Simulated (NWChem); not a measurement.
The numbers come from NWChem runs, not from measurements. System: B$_{2}$F$_{4}$, charge 1, spin multiplicity 2, at the geometry of a parent with another charge or spin, in a state set for the comparison that need not be this species' ground state. Its SCF solution wasn't tested for a lower state. Level: UB2PLYP/def2-TZVP, 6 core orbitals frozen.

Input file:

```
start mol
memory heap 200 mb stack 900 mb global 1100 mb
charge 1
geometry units angstroms nocenter noautoz
  F      0.000000    -1.124344    -1.555462
  B      0.000000     0.000000    -0.861539
  F      0.000000     1.124344    -1.555462
  B      0.000000     0.000000     0.861539
  F      1.124344     0.000000     1.555461
  F     -1.124344     0.000000     1.555461
  symmetry group C2v
end
basis spherical
  * library def2-tzvp
end
dft
  xc hfexch 0.53 becke88 0.47 lyp 0.73 mp2 0.27
  dftmp2
  odft
  mult 2
  semidirect memsize 60000000 filesize 0
  iterations 100
end
mp2
  freeze core 6
end
task dft energy
```

Output (cleaned and shortened):

```
             Northwest Computational Chemistry Package (NWChem) 7.3.0
             --------------------------------------------------------

                                NWChem Input Module
                                -------------------

 Scaling coordinates for geometry "geometry" by  1.889725989
 (inverse scale =  0.529177249)

 Turning off AUTOSYM since
 SYMMETRY directive was detected!

                             Geometry "geometry" -> ""
                             -------------------------

 Output coordinates in angstroms (scale by  1.889725989 to convert to a.u.)

  No.       Tag          Charge          X              Y              Z
 ---- ---------------- ---------- -------------- -------------- --------------
    1 F                    9.0000     0.00000000    -1.12434400    -1.55546200
    2 B                    5.0000     0.00000000     0.00000000    -0.86153900
    3 F                    9.0000     0.00000000     1.12434400    -1.55546200
    4 B                    5.0000     0.00000000     0.00000000     0.86153900
    5 F                    9.0000     1.12434400     0.00000000     1.55546100
    6 F                    9.0000    -1.12434400     0.00000000     1.55546100

 Effective nuclear repulsion energy (a.u.)     202.7003659806

            Nuclear Dipole moment (a.u.)
            ----------------------------
        X                 Y               Z
 ---------------- ---------------- ----------------
     0.0000000000     0.0000000000    -0.0000340151

      Symmetry information
      --------------------

 Group name             C2v
 Group number             16
 Group order               4
 No. of unique centers     4

      Symmetry unique atoms

     1    2    4    5


 Summary of "ao basis" -> "" (spherical)
 ------------------------------------------------------------------------------
       Tag                 Description            Shells   Functions and Types
 ---------------- ------------------------------  ------  ---------------------
 *                         def2-tzvp                  on all atoms

  dft_input: which_mp2 not specified, using semidirect MP2 by default.
[...]
   3 passes of   6: M     44265518           G      144110008           F      39022638.
  mp2_memr nvloc                   164
  nvloc new                   164
   4 passes of   4:        5242880                     103362                  34616954.
   4 passes of   4: M     44265518           G      144110008           F      39022638.

 Semi-direct pass number   1 of   4  for UHF beta        at      104.2s
  vrange nnbf                 15494
  mp2_eaftype                   132  avail_ma_in_mb                   385
 EAF : mp2_eaftype filesize         132   17308477.
  mp2_eaf for mointskh                    132
Node 0 wrote     81.3 Mb in      0.0 s     Agg I/O rate:  2402.7 Mb/s
 Done moints_semi at      119.2s
  mp2_eaftype                   132  avail_ma_in_mb                   385
 EAF : mp2_eaftype filesize         132   17308477.
  mp2_eaf for kh                   132
 Done maket at      119.5s
 Semi-direct pass number   2 of   4  for UHF beta        at      119.5s
  vrange nnbf                 15494
  mp2_eaftype                   132  avail_ma_in_mb                   385
 EAF : mp2_eaftype filesize         132   17308477.
  mp2_eaf for mointskh                    132
Node 0 wrote     81.3 Mb in      0.0 s     Agg I/O rate:  2546.0 Mb/s
 Done moints_semi at      133.8s
  mp2_eaftype                   132  avail_ma_in_mb                   385
 EAF : mp2_eaftype filesize         132   17308477.
  mp2_eaf for kh                   132
 Done maket at      134.1s
 Semi-direct pass number   3 of   4  for UHF beta        at      134.1s
  vrange nnbf                 15494
  mp2_eaftype                   132  avail_ma_in_mb                   385
 EAF : mp2_eaftype filesize         132   17308477.
  mp2_eaf for mointskh                    132
Node 0 wrote     81.3 Mb in      0.0 s     Agg I/O rate:  2599.9 Mb/s
 Done moints_semi at      150.7s
  mp2_eaftype                   132  avail_ma_in_mb                   385
 EAF : mp2_eaftype filesize         132   17308477.
  mp2_eaf for kh                   132
 Done maket at      150.9s
 Semi-direct pass number   4 of   4  for UHF beta        at      150.9s
  vrange nnbf                 15494
  mp2_eaftype                   132  avail_ma_in_mb                   385
 EAF : mp2_eaftype filesize         132   17308477.
  mp2_eaf for mointskh                    132
Node 0 wrote     81.3 Mb in      0.0 s     Agg I/O rate:  2707.8 Mb/s
 Done moints_semi at      166.2s
  mp2_eaftype                   132  avail_ma_in_mb                   385
 EAF : mp2_eaftype filesize         132   17308477.
  mp2_eaf for kh                   132
 Done maket at      166.5s
 Done multipass loop at      166.5s

          -------------------------------------------
          DFT energy                    -448.401632827913
          Unscaled MP2 energy             -1.411016351751
          Total DFT+MP2 energy          -448.782607242886
          -------------------------------------------

 -----------------------
 Performance information
 -----------------------

 Timer overhead =  1.94D-07 seconds/call

               Nr. of calls         CPU time (s)                 Wall time (s)                GFlops
             ---------------    -------------------     ------------------------------   -------------------
Name         Min   Avg   Max    Min     Avg     Max     Min     Avg     Max   Mx/calls   Min     Max     Sum
mp2: moin     9     9     9   1.52E+2 1.52E+2 1.52E+2  1.52E+2 1.52E+2 1.52E+2  17.      0.0     0.0     0.0
mp2: make     9     9     9    2.6     2.6     2.6      2.6     2.6     2.6    0.29      0.0     0.0     0.0
mp2: tota     1     1     1   1.55E+2 1.55E+2 1.55E+2  1.55E+2 1.55E+2 1.55E+2 1.55E+2   0.0     0.0     0.0

 The average no. of pstat calls per process was 1.90D+01
 with a timing overhead of 3.69D-06s

 Task  times  cpu:      166.5s     wall:      166.5s

 Total times  cpu:      166.5s     wall:      166.5s
```
